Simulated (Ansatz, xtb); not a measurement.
## Relative energy of two structures of CH5BSb+

Structure X: a singlet given by its coordinates. Structure Y: a singlet given by its coordinates. Both are isolated ions in the gas phase, relaxed with BLYP-D3(BJ)/def2-SVP.

X (Å):

```xyz
8

C    -0.8951    0.2600    0.3510
B     0.5196    0.3850    0.8620
Sb    0.2633   -0.4634   -1.4754
H     1.1813    1.0199    1.6416
H    -1.4714   -0.6478    0.6241
H     1.4230   -0.3511    0.1452
H     0.9465    1.1045   -1.8173
H    -1.5407    1.1561    0.3242
```

Close contacts (Å): C1–B2 1.51, C1–Sb3 2.28, B2–Sb3 2.50, C1–H5 1.11, C1–H8 1.10, B2–H4 1.20, B2–H6 1.37, Sb3–H6 2.00, Sb3–H7 1.74.

Y (Å):

```yaml
atoms:
  - { symbol: C, position_ang: [0.1730, -1.6423, -0.5664] }
  - { symbol: B, position_ang: [0.6842, -0.4824, 0.2116] }
  - { symbol: Sb, position_ang: [1.4942, 1.2702, 1.3244] }
  - { symbol: H, position_ang: [-0.2490, -1.2933, -1.5409] }
  - { symbol: H, position_ang: [-0.2119, 1.5604, 1.5741] }
  - { symbol: H, position_ang: [1.0069, -2.3535, -0.7861] }
  - { symbol: H, position_ang: [-0.6239, -2.1894, -0.0092] }
  - { symbol: H, position_ang: [1.5009, 0.1017, 2.6251] }
```

Close contacts (Å): C1–B2 1.49, B2–Sb3 2.23, C1–H4 1.12, C1–H6 1.12, C1–H7 1.12, Sb3–H5 1.75, Sb3–H8 1.75.

Problem. Estimate which is lower in electronic energy at CCSD(T)/def2-TZVP, and by roughly how much.

Solution. Too close to call at this level: CCSD(T)/def2-TZVP gives E(Y) − E(X) = +0.009 eV.

The same difference at several levels:

```tsv
level	geometry	E(Y) − E(X) (eV)	departure from the last row (eV)	job, with rough time for the two
BLYP-D3(BJ)/def2-SVP	BLYP-D3(BJ)/def2-SVP	−0.003	−0.012	optimisation, 3.2 min
HF/def2-TZVP	BLYP-D3(BJ)/def2-SVP	−0.234	−0.243	part of the CCSD(T) run
MP2/def2-TZVP	BLYP-D3(BJ)/def2-SVP	+0.093	+0.084	part of the CCSD(T) run
CCSD(T)/def2-TZVP	BLYP-D3(BJ)/def2-SVP	+0.009		single point, 2.4 min
```

The largest departure from CCSD(T)/def2-TZVP is that of HF/def2-TZVP, 0.243 eV. Levels run at GFN2-xTB geometries aren't shown.

With harmonic frequencies from BLYP-D3(BJ)/def2-SVP (ideal gas, rigid rotor, one conformer each, 298.15 K, 1 atm): on the last row, ΔE + ΔZPE = −0.037 eV. A mode under 50 cm⁻¹ makes harmonic enthalpies and free energies unreliable, so none is given.

The correlated steps freeze 6 core orbitals; the filled d shell of Sb is correlated, in a basis made for valence electrons. Atoms past krypton carry core potentials in the def2 sets and no spin–orbit term is included. Programs: Ansatz 0.2.0; the last row on 1 thread of Intel(R) Xeon(R) Processor @ 2.50GHz (Skylake/Cascade Lake) on a shared host.
